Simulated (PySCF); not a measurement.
Several molecules and their computed UV-vis stick spectra, shuffled. Method: TDDFT B3LYP/def2-SVPD, vertical, gas phase, core orbitals frozen in the response in PySCF. Geometries: GFN2-xTB; one conformer of each isolated species. Triplets are in the Tamm–Dancoff approximation. Ions are computed without counter-ions or solvent.

A. `C1([SiH2]C(=C)C)C=C1`
B. `C#C/C=C(/C#C)C(=C)C#C`
C. `C#CC[Si+](C)CF`

Lowest singlet levels (six at most, fewer where fewer were computed) with oscillator strengths:

1. 3.90 eV (f 0.000); 4.09 eV (f 0.347); 4.30 eV (f 0.065); 4.82 eV (f 0.000); 4.95 eV (f 0.026); 5.04 eV (f 0.000); T1 2.32 eV
2. 2.56 eV (f 0.000); 2.70 eV (f 0.008); 4.35 eV (f 0.001); 5.34 eV (f 0.000); 5.35 eV (f 0.006); 5.37 eV (f 0.061); T1 2.44 eV
3. 5.33 eV (f 0.020); 5.61 eV (f 0.003); 5.93 eV (f 0.001); 6.19 eV (f 0.012); 6.37 eV (f 0.004); 6.53 eV (f 0.012); T1 3.68 eV

Question: Which spectrum belongs to which structure?

Answer: 1 = B, 2 = C, 3 = A.
- A: S1 at 5.33 eV, HOMO→LUMO (96%); Löwdin shares by element: HOMO carbon 70% or more, silicon 11% (atoms not listed hold the other 19%); LUMO carbon 76% or more, hydrogen 7% or more (atoms not listed hold the other 17%); HOMO -6.62 and LUMO -0.56 eV.
- B: S1 at 3.90 eV, HOMO-1→LUMO (98%); Löwdin shares by element: HOMO carbon 56% or more (atoms not listed hold the other 44%); LUMO carbon 62% or more (atoms not listed hold the other 38%); HOMO -6.37 and LUMO -2.28 eV; point group Cs, 3 of its 6 listed states under f = 0.0005.
- C: S1 at 2.56 eV, HOMO→LUMO (100%); Löwdin shares by element: HOMO carbon 87% or more; LUMO silicon 54%, carbon 34% or more; HOMO -11.76 and LUMO -8.32 eV.
